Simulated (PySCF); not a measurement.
BrCdH2N, SMILES [Br][Cd][NH2].

Coordinates come from a PBE-D3(BJ)/def2-TZVP optimisation. The def2 effective core potentials stand for the cores of Cd; spin–orbit coupling is left out. One conformer was computed; it need not be the lowest.

The numbers are results of TDA-LC-ωPBE/def2-SVPD in PySCF, not measurements.

Vertical excitations. Gas-phase values at a fixed geometry. State labels are in the subgroup Cs.

```tsv
state	symmetry	energy (eV)	λ (nm)	f	main pairs
S1	A'	5.49	226	0.085	HOMO→LUMO 85 %
S2	A"	6.12	202	0.028	HOMO−1→LUMO 89 %
S3	A'	6.19	200	0.066	HOMO−2→LUMO 87 %
S4	A"	6.51	190	0.017	HOMO→LUMO+1 94 %
S5	A'	7.04	176	0.042	HOMO→LUMO+2 80 %
S6	A'	7.35	169	0.032	HOMO−1→LUMO+1 68 %, HOMO−3→LUMO 21 %
S7	A"	7.36	168	0.002	HOMO−2→LUMO+1 94 %
S8	A'	7.58	164	0.081	HOMO−2→LUMO+2 62 %, HOMO−3→LUMO 20 %
S9	A"	7.59	163	0.002	HOMO−1→LUMO+2 93 %
S10	A'	7.92	157	0.015	HOMO→LUMO+4 33 %, HOMO→LUMO+3 23 %, HOMO−4→LUMO 22 %
T1	A'	4.55	272	0	HOMO→LUMO 87 %
T2	A'	5.70	218	0	HOMO−2→LUMO 82 %
T3	A"	5.70	217	0	HOMO−1→LUMO 86 %
T4	A"	6.33	196	0	HOMO→LUMO+1 92 %
```
Triplets are in the Tamm–Dancoff approximation.
